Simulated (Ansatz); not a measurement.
Consider the ligand exchange at a V–F bond: `[CH3][V](=[O])([F])[F]` + HCl → `[CH3][V](=[O])([F])[Cl]` + H–F.

Isolated molecules relaxed with PBE0-D4/def2-TZVP in Ansatz; ΔE leaves out vibrations. CCSD(T)/CBS is the MP2 limit (def2-TZVPP, def2-QZVPP) plus CCSD(T) − MP2 in def2-TZVPP, frozen cores. This one scheme is used for every species. DFT in def2-TZVPP. For V outer-core shells are correlated without core-valence functions, which leaves a few kJ/mol of doubt a bond. Scalar relativity is left out up to krypton.

`[CH3][V](=[O])([F])[F]`:

Cartesian coordinates in Å:
```
C -0.796 -0.665 -0.007
V 0.728 0.612 0.001
O 0.529 1.410 -1.311
F 0.528 1.621 1.384
F 2.170 -0.330 -0.050
H -1.726 -0.095 -0.022
H -0.720 -1.289 -0.899
H -0.713 -1.264 0.904
```

HCl:

```xyz
2

Cl   -0.142   -0.476   -0.403
H     0.142    0.476    0.403
```

`[CH3][V](=[O])([F])[Cl]`:

Z-matrix (Å, degrees):
```
C
V 1 1.989
H 1 1.093 2 107.0
H 1 1.093 2 107.3 3 119.7
H 1 1.091 2 109.0 3 -120.8
O 2 1.547 1 102.8 3 179.2
F 2 1.723 1 107.0 3 -63.0
Cl 2 2.143 1 106.5 3 62.1
```

H–F:

```xyz
2

F     0.349    0.231   -0.191
H    -0.349   -0.231    0.191
```

CCSD(T)/CBS gives -0.2 kcal/mol.

Another level gave +3.9 kcal/mol. Which?
A. HF/def2-TZVPP
B. r2SCANh-D4/def2-TZVPP
C. CCSD(T)/def2-TZVPP
D. SCS-MP2/def2-TZVPP

A. HF/def2-TZVPP 3.9, r2SCANh-D4 2.4, CCSD(T)/def2-TZVPP 0.9, SCS-MP2/def2-TZVPP -2.2 kcal/mol.

Largest T1 diagnostic among the species: 0.031, so the coupled-cluster value is less sure than usual.

Leaving LDA and LC-ωPBE aside and taking each functional with its dispersion term where it has one, the values, not all of them listed here, spread over 5.4 kcal/mol, from PBE-QIDH to CAM-B3LYP-D4. LDA lies −0.8 kcal/mol from PBE without D4. At CCSD(T), def2-SVP lies +4.6 kcal/mol from the extrapolated value and def2-TZVPP +1.1 kcal/mol. The D4 term adds −1.2 kcal/mol with B3LYP and −0.7 kcal/mol with PBE0; it sums over pairs of atoms, weighted by their polarisabilities, and B3LYP, whose exchange is more repulsive, gets the larger term.

CCSD(T)/CBS has its own doubt, a few kJ/mol and more with outer-core shells, so smaller differences from it don't rank the levels.

B3LYP here is the variant with VWN-RPA as its local correlation; programs differ in this.
